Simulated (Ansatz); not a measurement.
Coupled-cluster diagnostics for HgF₂, Ansatz.

Geometry of the singlet (B3LYP-D4/def2-TZVP):

```xyz
3

Hg    0.000    0.000    0.000
F    -1.652   -0.081    1.004
F     1.652    0.081   -1.004
```

In the def2 sets Hg takes a core potential; there is no spin–orbit coupling. Correlated methods freeze 2 core orbitals; core or outer-core shells of Hg are correlated, in sets that lack core-valence functions. In the quintet geometry the species has come apart into loosely held pieces. The structure comes from a short search, and lower isomers may exist.

Geometry of the charge 0 triplet (B3LYP-D4/def2-TZVP):

Cartesian coordinates in Å:
```
Hg 0.5616 0.3048 -0.8362
F -1.5026 0.2897 -0.2412
F 0.9410 -0.5945 1.0775
```

Geometry of the charge 0 quintet (B3LYP-D4/def2-TZVP):

```xyz
3

Hg    0.3579   -0.0044   -0.0022
F    -0.2042   -0.6479   -2.8730
F    -0.1537    0.6523    2.8752
```

Estimate the CCSD(T) correlation energy, the shares of MP2 and (T), T1 and the reference's ⟨S²⟩ for: charge 0, singlet, own geometry in def2-TZVPP; charge 0, singlet, own geometry in def2-TZVPD; charge 0, triplet, own geometry in def2-TZVPP; charge 0, quintet, own geometry in def2-TZVPP; charge 1, doublet, vertical in def2-TZVPP; and the rough time on 2 threads of AMD EPYC 7571 on a shared host.


```json
{"state": "charge 0, singlet, own geometry", "basis": "def2-TZVPP", "correlation (eV)": "-31.235", "MP2 share (%)": "100.4", "(T) share (%)": "3.2", "T1": "0.019", "⟨S²⟩ (pure)": "0.00 (0.00)", "wall time": "21 s", "remarks": "–"}
{"state": "charge 0, singlet, own geometry", "basis": "def2-TZVPD", "correlation (eV)": "-26.035", "MP2 share (%)": "100.5", "(T) share (%)": "3.0", "T1": "0.020", "⟨S²⟩ (pure)": "0.00 (0.00)", "wall time": "22 s", "remarks": "large T1"}
{"state": "charge 0, triplet, own geometry", "basis": "def2-TZVPP", "correlation (eV)": "-30.453", "MP2 share (%)": "98.8", "(T) share (%)": "3.1", "T1": "0.026", "⟨S²⟩ (pure)": "2.12 (2.00)", "wall time": "84 s", "remarks": "flagged by the program"}
{"state": "charge 0, quintet, own geometry", "basis": "def2-TZVPP", "correlation (eV)": "-27.363", "MP2 share (%)": "98.4", "(T) share (%)": "2.4", "T1": "0.010", "⟨S²⟩ (pure)": "6.01 (6.00)", "wall time": "2.1 min", "remarks": "–"}
{"state": "charge 1, doublet, vertical", "basis": "def2-TZVPP", "correlation (eV)": "-29.569", "MP2 share (%)": "98.5", "(T) share (%)": "3.3", "T1": "0.037", "⟨S²⟩ (pure)": "0.76 (0.75)", "wall time": "6 min", "remarks": "–"}
```
Customary marks for T1 are 0.02 (closed shells), 0.045 (open shells) and about 0.05 (3d metals). T1 exceeds 0.02 in 3 of 5 rows and 0.045 in 0; the higher it lies, the less the single-reference result can be trusted.
